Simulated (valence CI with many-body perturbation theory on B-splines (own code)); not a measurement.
**A CI+MBPT run for Pd XL**

Computed by configuration interaction combined with many-body perturbation theory (CI+MBPT): five valence electrons over a frozen Dirac-Fock core [He], a basis of 11 s, 11 p, 10 d, 8 f, 5 g, 2 h functions for each j, with the one-electron correlation potential Σ1 (screened to all orders), the two-electron term Σ2, the three-electron term Σ3, Breit, model QED; selected single and double excitations, second order for the rest, scaled by the run's own slope (own B-spline code, finite nucleus).

Command, and the settings that its task file holds:

```sh
python run_cv.py task.json out
```

```
atom Pd  Z=46  mass_number=106  rms_radius_fm=4.5318
core [He]
valence 2s2 2p3
avg = 1
basis = M
breit = 1
cap = 32000
capref = 2000
cscale = 1
de = 0.0
dress = 0
eps = 2e-08
extrap = 1
h = 0.27
hh = 1
l2 = 3
lcore = 6
maxit = 60
n2 = 5
natural = 1
nlev = 150
nno = [5, 5, 5, 4, 2, 1]
nroot = 36
nsp = [6, 6, 5, 4, 3, 1]
pt2 = 1
qed = 1
rpa = 1
s1 = 1
s2 = 1
s3 = 1
screen = 1
tol = 2e-05
whole = 1
```

It took 2.8 min on 1 thread of Arm Neoverse V2, on a shared host.

Log. The first blocks belong to the next ion, which gives the ionisation energy. Fields: 2J, parity (1 odd), roots, reference size, generating configurations, candidates as configurations/state functions, variational space P, stored matrix elements, Davidson steps; e2 is the range of second-order energies in hartree. The first line gives the box (bohr), its intervals, the orbitals and the steps of their self-consistent field. Window is the range of levels sought, series limit the energy at which the first omitted orbital would enter, core excitation an estimate of the first excitation out of the core, left out the lowest levels not solved, and shifts from estimates the range by which levels moved from their first estimate, all in cm⁻¹.

```
rmax 3.7 intervals 58 orbitals 83 references ['2s2 2p3', '2s 2p4', '2p5'] scf 3 t 0.4
2J=0 par=0 roots 2 ref 28 generators 4 cand 5650/7803 P 2299/3200 nnz 1.3e+06 it 5
2J=0 par=0 roots 2 ref 28 generators 4 cand 3377/4631 P 3643/5146 nnz 3.2e+06 it 4
   second order: generators 9 cand 13343/22070 e2 -0.00003 -0.00002
reference levels 1234, estimated 759, window 31390614 1/cm; series limit 43697258, core excitation 172126693
2J=3 par=1 roots 36 ref 159 generators 23 cand 50848/385243 P 1749/7257 nnz 5.2e+06 it 9
2J=3 par=1 roots 36 ref 159 generators 25 cand 61794/519406 P 5689/31991 nnz 5.7e+07 it 9
   second order: generators 57 cand 130536/1313617 e2 -0.02387 -0.00741
2J=5 par=1 roots 29 ref 151 generators 18 cand 52334/472189 P 1664/7266 nnz 5.8e+06 it 10
2J=5 par=1 roots 29 ref 151 generators 21 cand 65336/632516 P 4948/31991 nnz 6.4e+07 it 8
   second order: generators 48 cand 131274/1693315 e2 -0.03228 -0.01216
2J=1 par=1 roots 27 ref 101 generators 21 cand 45390/215633 P 2439/7196 nnz 4.2e+06 it 6
2J=1 par=1 roots 27 ref 101 generators 22 cand 50422/251811 P 8032/31996 nnz 4.9e+07 it 8
   second order: generators 51 cand 114005/704417 e2 -0.01459 -0.00425
2J=5 par=0 roots 28 ref 152 generators 22 cand 53948/477246 P 1716/7257 nnz 5.5e+06 it 7
2J=5 par=0 roots 28 ref 152 generators 22 cand 53525/475176 P 5347/32000 nnz 6e+07 it 8
   second order: generators 58 cand 143255/1775025 e2 -0.03355 -0.01218
2J=1 par=0 roots 25 ref 102 generators 23 cand 46747/217893 P 2472/7190 nnz 4.2e+06 it 7
2J=1 par=0 roots 25 ref 102 generators 25 cand 52099/251229 P 8330/31995 nnz 4.8e+07 it 8
   second order: generators 59 cand 117170/686096 e2 -0.01117 -0.00242
2J=3 par=0 roots 34 ref 155 generators 22 cand 52319/389069 P 1703/7257 nnz 5.3e+06 it 9
2J=3 par=0 roots 34 ref 155 generators 22 cand 51923/387003 P 5579/31999 nnz 5.7e+07 it 9
   second order: generators 58 cand 137531/1346115 e2 -0.03012 -0.00910
2J=7 par=1 roots 16 ref 113 generators 11 cand 41765/420559 P 1686/7203 nnz 5.5e+06 it 7
2J=7 par=1 roots 16 ref 113 generators 11 cand 41395/418505 P 4820/31983 nnz 6.9e+07 it 8
   second order: generators 31 cand 107873/1547405 e2 -0.01911 -0.00980
2J=7 par=0 roots 12 ref 102 generators 12 cand 43331/425446 P 1735/7166 nnz 5.4e+06 it 5
2J=7 par=0 roots 12 ref 102 generators 13 cand 48722/516105 P 5210/31997 nnz 6.4e+07 it 9
   second order: generators 30 cand 91525/1359479 e2 -0.01789 -0.00833
2J=9 par=0 roots 4 ref 59 generators 5 cand 24494/242185 P 1671/6394 nnz 4e+06 it 5
2J=9 par=0 roots 4 ref 59 generators 5 cand 23845/239699 P 5324/31997 nnz 7.7e+07 it 6
   second order: generators 14 cand 56919/818768 e2 -0.00570 -0.00275
2J=9 par=1 roots 7 ref 65 generators 6 cand 31614/372264 P 1490/6400 nnz 4.6e+06 it 5
2J=9 par=1 roots 7 ref 65 generators 7 cand 37140/454440 P 4463/31986 nnz 8e+07 it 11
   second order: generators 19 cand 87998/1498121 e2 -0.00986 -0.00418
2J=11 par=1 roots 2 ref 33 generators 4 cand 20539/238480 P 1636/6384 nnz 3.6e+06 it 5
2J=11 par=1 roots 2 ref 33 generators 4 cand 19615/234622 P 4666/31985 nnz 8.3e+07 it 5
   second order: generators 9 cand 47270/781567 e2 -0.00193 -0.00163
left out: unestimated 39647992, estimated 32830164, shifts from estimates -18534 to 274
operators 0.2
```

The Davidson iterations converged.

The last digits are not significant, and no measured levels were compared; by estimate large intervals hold to a few tenths of a per cent, small ones and those within an open d or f shell to about a per cent. Among the levels kept, up to 7100 cm⁻¹ of a level comes from second order outside the variational space, and about a tenth of that is noise between levels of different J, which matters for small intervals.

* Valence energy: -1187.29 hartree
* Ionisation energy: 5879.1 eV (NIST: 5880 ± 40 eV (semi-empirical))
* Reference configurations for the orbitals: 2s2 2p3, 2s 2p4, 2p5
* Radial orbitals: 83
* Box radius: 3.733 bohr
* Largest variational space: 32000
* Lowest levels: (2s^2 2p1/2^2 2p3/2) J=3/2 0.00, (2s^2 2p1/2 2p3/2^2) J=3/2 1226.6, (2s^2 2p1/2 2p3/2^2) J=5/2 1367.2, (2s^2 2p1/2 2p3/2^2) J=1/2 1562.6, (2s 2p1/2^2 2p3/2^2) J=5/2 2638.3, (2s^2 2p3/2^3) J=3/2 2795.9, (2s 2p1/2^2 2p3/2^2) J=1/2 3074.2, (2s 2p1/2^2 2p3/2^2) J=3/2 3084.7, (2s 2p1/2 2p3/2^3) J=3/2 [a] 4021.4, (2s 2p1/2 2p3/2^3) J=5/2 4238.0, (2s 2p1/2 2p3/2^3) J=1/2 4459.5, (2s 2p1/2 2p3/2^3) J=3/2 [b] 4555.5, (2s 2p3/2^4) J=1/2 5832.1, (2p1/2^2 2p3/2^3) J=3/2 6120.8 × 10³ cm⁻¹

Levels are named by their leading jj configuration (3d3/2^4 stands for four electrons in 3d with j = 3/2), which in mixed levels can hold well under half, so a name can repeat and another be missing. Letters in brackets count levels of one name in rising energy.
